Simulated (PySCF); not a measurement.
CH9ClSi3.
Bonds: Si1–Si2, Si2–Si3, Si3–C4, C4–Cl5. Hydrogens: H6, H7, H8 on Si1; H9, H10 on Si2; H11, H12 on Si3; H13, H14 on C4.

Level: PBE0/pcSseg-1 and B3LYP/def2-SVPD in PySCF, non-relativistic, on one gas-phase PBE0-D3(BJ)/def2-SVP geometry that isn't relaxed in the solvent. The solvent is an IEF-PCM continuum (cavity from Bondi-type radii × 1.2). The model holds no explicit solvent molecules, cavitation or dispersion.

Gas phase at PBE0/pcSseg-1: HOMO -8.08 eV, LUMO -0.43 eV, dipole 1.55 D.

What does the continuum do to the energy, the frontier levels and the dipole at PBE0/pcSseg-1 in acetone and dimethylsulfoxide?

```json
{"solvent": "acetone", "ε": "20.49", "E(solvent) − E(gas) (kcal/mol)": "-2.22", "polarisation term (kcal/mol)": "-2.63", "distortion of the solute (kcal/mol)": "0.41", "HOMO (eV)": "-7.91", "LUMO (eV)": "-0.21", "dipole (D)": "2.24"}
{"solvent": "dimethylsulfoxide", "ε": "46.83", "E(solvent) − E(gas) (kcal/mol)": "-2.34", "polarisation term (kcal/mol)": "-2.80", "distortion of the solute (kcal/mol)": "0.46", "HOMO (eV)": "-7.91", "LUMO (eV)": "-0.20", "dipole (D)": "2.28"}
```

The first energy column is the sum of the next two and covers electrostatics alone. From acetone to dimethylsulfoxide the lowering changes by a factor 1.05, Onsager's factor (ε − 1)/(2ε + 1) by 1.04 and ε itself by 2.3.

Which radius a makes the point-dipole formula ΔE = −[(ε − 1)/(2ε + 1)]·μ²/a³ give the value in dimethylsulfoxide, with the gas-phase dipole?

μ = 0.611 au and |ΔE| = 0.00373 Eh give a = 1.93 Å; the farthest nucleus lies 3.59 Å from the centroid of the nuclei, so such a sphere wouldn't even hold the nuclei. The formula assumes a rigid point dipole at the centre of a sphere.

Which Hirshfeld charges (PBE0/pcSseg-1) respond most in acetone (means over atoms taken as equivalent)?

| atoms | environment | gas (e) | solvent (e) | change |
| --- | --- | --- | --- | --- |
| Cl5 | alkyl chlorine | -0.049 | -0.074 | -0.025 |
| H13/H14 | methylene hydrogen | +0.049 | +0.059 | +0.010 |
| Si3 | SiH2 silicon | +0.237 | +0.242 | +0.005 |
| C4 | sp3 C–Cl carbon | -0.123 | -0.117 | +0.006 |
| H9/H10 | Si–H hydrogen | -0.071 | -0.073 | -0.002 |
| Si1 | SiH3 silicon | +0.206 | +0.208 | +0.002 |
| H6/H7/H8 | Si–H hydrogen | -0.073 | -0.074 | -0.001 |
| H11/H12 | Si–H hydrogen | -0.073 | -0.073 | 0.000 |

How do the nuclear quadrupole coupling constants eQVzz/h respond in acetone?

```json
{"nucleus": "35Cl at Cl5", "Q (barn)": "-0.0817", "gas (MHz)": "-78.17", "solvent (MHz)": "-74.69", "η gas": "0.02", "η solvent": "0.02"}
```

Gas phase at B3LYP/def2-SVPD: HOMO -7.79 eV, LUMO -0.66 eV, dipole 1.43 D.

What does the continuum do to the energy, the frontier levels and the dipole at B3LYP/def2-SVPD in acetone?

```json
{"solvent": "acetone", "ε": "20.49", "E(solvent) − E(gas) (kcal/mol)": "-2.17", "polarisation term (kcal/mol)": "-2.63", "distortion of the solute (kcal/mol)": "0.46", "HOMO (eV)": "-7.63", "LUMO (eV)": "-0.46", "dipole (D)": "2.16"}
```

How does the static polarisability (B3LYP/def2-SVPD, frozen core, with the continuum's full static response) change?

```csv
medium,isotropic (au),principal values (au),⟨r²⟩ of the electrons (bohr²)
gas,116.7,"105.5, 114.5, 130.0",1362.4
acetone,163.0,"153.1, 159.2, 176.8",1362.9
```

The isotropic value in acetone is 1.40 times the gas-phase one; no cavity-field correction is applied. ⟨r²⟩ is taken about the centre of nuclear charge.

The values belong to the conformer `[SiH3:1][SiH2:2][SiH2:3][CH2:4][Cl:5]`: Si1–Si2–Si3–C4 43°, Si2–Si3–C4–Cl5 52°.
